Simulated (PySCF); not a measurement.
SMILES BCCC(C)=O (GFN2-xTB optimised geometry):

```
15

B      2.451    -1.188     0.000
C      0.888    -1.188     0.000
C      0.184     0.170     0.000
C     -1.292     0.063    -0.325
C     -2.097     1.295     0.017
O     -1.786    -0.917    -0.820
H      3.019    -2.198     0.156
H      3.059    -0.204    -0.174
H      0.568    -1.727    -0.901
H      0.488    -1.793     0.819
H      0.625     0.819    -0.762
H      0.306     0.674     0.961
H     -3.059     1.268    -0.487
H     -2.268     1.309     1.093
H     -1.556     2.198    -0.252
```

Level of theory: PySCF with PBE0/def2-TZVP.

Task: What are the frontier orbital energies and the dipole moment?

Result: HOMO-2 -9.25 eV, HOMO-1 -9.16 eV, HOMO -7.22 eV, LUMO -1.40 eV, LUMO+1 -0.29 eV; dipole moment 2.51 D.

Meta-Löwdin charges at PBE0/def2-TZVP: B1 0.03, C2 -0.32, C3 -0.25, C4 0.40, C5 -0.40, O6 -0.42, H7 0.01, H8 0.01, H9 0.16, H10 0.13, H11 0.13, H12 0.12, H13 0.14, H14 0.14, H15 0.13.
